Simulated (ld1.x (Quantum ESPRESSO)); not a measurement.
## Before and after: TM potential for Br (Z = 35)

```
Element                 : Br
Generator               : ld1.x (Quantum ESPRESSO) 7.5
Type                    : norm-conserving Troullier–Martins (Kleinman–Bylander form)
Functional              : PBE
Relativity              : scalar-relativistic
Frozen core             : [Ar] 3d10
Valence charge          : 7
Reference configuration : 4s2 4p5
Partial waves           : 4p (bound): rc 1.75 bohr; 4s (bound): rc 1.45 bohr
Local potential         : the s channel
Core correction         : none
```

Change: wave 4p (bound): rc 1.75 bohr becomes 4p (bound): rc 2.24 bohr.

Cutoffs: the cutoffs (Ry, on a coarse ladder) from which the occupation-weighted sum of valence levels, in a spherical-Bessel basis at the reference potential, stays within 10 and 1 mRy of its value at 400 Ry; they do not see the model core or the augmentation charge, which bear on the density cutoff. Errors are all-electron minus pseudo energies relative to the spin-unpolarised reference configuration.

Task: How do hardness, ghosts and transferability respond?

Result: The potential gets softer (45 Ry and 70 Ry → 45 Ry and 60 Ry); both files keep a bound ghost (p); of the 7 tests that both files solve, the error grows in 5 and shrinks in 1 by more than 15 % and 0.3 meV (median size 6.0 → 7.4 meV). A larger radius leaves more room for a smooth pseudo-wave, so fewer plane waves are needed.

| quantity | base | changed |
| --- | --- | --- |
| cutoff, loose | 45 Ry | 45 Ry |
| cutoff, tight | 70 Ry | 60 Ry |
| loose cutoff by channel (10 mRy a level) | p 21 Ry, s 35 Ry | p 8 Ry, s 35 Ry |
| bound ghosts | p | p |
| error for 4s2 4p4, meV [ΔE 12.55 eV] | -6.0 | -7.4 |
| error for 4s2 4p3, meV [ΔE 35.31 eV] | -26 | -36 |
| error for 4s2 4p2, meV [ΔE 69.30 eV] | -61 | -99 |
| error for 4s2 4p5.3, meV [ΔE -1.96 eV] | +0.2 | +0.1 |
| error for 4s1 4p6, meV [ΔE 12.37 eV] | -0.4 | +4.2 |
| error for 4s1 4p5, meV [ΔE 25.56 eV] | -5.8 | -2.3 |
| error for 4s2 4p1, meV [ΔE 115.32 eV] | -96 | -192 |

 A true bound ghost makes a file unfit for plane-wave use even where its test errors are small: the radial tests pick states by their node count and pass the ghost by.
